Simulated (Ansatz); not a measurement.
# Ligand exchange: C3H7Cl + InH2(OH) → C3H8O + InH2Cl

Species: C3H7Cl (1-chloropropane) `CCCCl`, singlet; InH2(OH), singlet; C3H8O (1-propanol) `CCCO`, singlet; InH2Cl `[Cl][InH2]`, singlet. The partners trade Cl for OH: C–Cl and In–OH bonds give way to C–OH and In–Cl.

Shapes, held fixed at every level: PBE0-D4/def2-TZVP. Flexible molecules stand in one conformer, not always the lowest. Programs: Ansatz 0.2.0. The zero-point and thermal change to 298 K, harmonic and unscaled (PBE0-D4/def2-TZVP), is +4.2 kJ/mol.

Task: Estimate ΔH(298 K) of this reaction.

Result: The highest level, CCSD(T)/def2-TZVPP, gives ΔH(298 K) = -58.1 kJ/mol; the levels span -108.7 to -53.7. The column of differences is taken from that level and isn't an error. No measured value is set beside it here. For atoms past krypton def2 sets carry core potentials with scalar relativity. Outer-core shells of In are correlated in most correlated rows, in sets that cover them unevenly.

```
             level                    kind  ΔH(298 K) (kJ/mol)  less CCSD(T)/def2-TZVPP
       HF/def2-SVP            Hartree–Fock              -108.7                    -50.6
  SPW92/def2-TZVPP                     LDA               -56.7                     +1.4
 PBE-D4/def2-TZVPP                     GGA               -53.7                     +4.4
wB97X-V/def2-TZVPP  range-separated hybrid               -62.0                     -3.9
     CCSD/def2-SVP   coupled cluster or CI               -79.6                    -21.5
   CCSD/def2-TZVPP   coupled cluster or CI               -63.1                     -5.0
CCSD(T)/def2-TZVPP   coupled cluster or CI               -58.1                      0.0
```
